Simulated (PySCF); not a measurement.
**The As–F bond energy of AsF₃⁺**

Computed with PBE0/[As def2-TZVP, F def2-TZVP], no relativity, density fitting, PySCF.

Each entry is the lowest minimum that a search over a few typed start shapes (and spin states, where more than one is plausible) found, or that minimum re-optimised at the stated level; isomers with ligand–ligand bonds, or fragments after loss of a ligand pair, can lie lower.

Total energies (Eh), which compare only within these settings: F atom -99.67618.

| species | 2S+1 | group | E (Eh) | ZPE (kJ/mol) |
| --- | --- | --- | --- | --- |
| AsF₂⁺ | 1 | C2v | -2434.87813 | 11.8 |
| AsF₃⁺ | 2 | C3v | -2534.63004 | 19.2 |

What are De and D0 for AsF₃⁺ → AsF₂⁺ + F?

De = [(-2434.87813) + (-99.67618) − (-2534.63004)] × 2625.5 = 199 kJ/mol. The zero-point energy changes by -7.3 kJ/mol, so D0 = 192 kJ/mol.

Atoms and open shells are unrestricted, without spin–orbit or basis-set superposition corrections.
